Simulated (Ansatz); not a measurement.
BGaH$_{4}$SSe (`[SH][GaH][BH][SeH]`), relaxed with RKS PBE0-D4/def2-TZVP in the Gaussian-basis code of Ansatz from a GFN2-xTB geometry. The force threshold is 0.005 eV/Å; the program also tests the step.

Total charge 0; spin multiplicity 1.

Start:

```xyz
8

S    -1.416   -0.637   -2.049
Ga    0.354   -0.716   -0.678
B     0.435    0.312    1.159
Se   -0.680    1.792    1.203
H    -0.836   -1.427   -2.944
H     1.499   -1.657   -1.323
H     1.091    0.018    2.083
H    -0.448    2.315    2.550
```

Question: By how much does the energy fall, and how many steps does the optimiser take? (An estimate is asked.)

Answer: Ansatz gave: 0.11 eV, in 16 steps.

Question: Which bonds change most? (An estimate is asked.)

Answer: Computed: Ga2–H6 from 1.616 to 1.567 Å; B3–Se4 from 1.854 to 1.897 Å; Ga2–B3 from 2.107 to 2.075 Å; S1–Ga2 from 2.240 to 2.211 Å.

Question: Give the relaxed structure. (Estimate.)

Answer: The calculation gave: 
```xyz
8

S    -1.469   -1.033   -1.848
Ga    0.415   -0.642   -0.760
B     0.237    0.289    1.087
Se   -0.212    2.130    1.166
H    -0.886   -1.638   -2.895
H     1.711   -1.128   -1.495
H     0.406   -0.289    2.117
H    -0.201    2.311    2.629
```
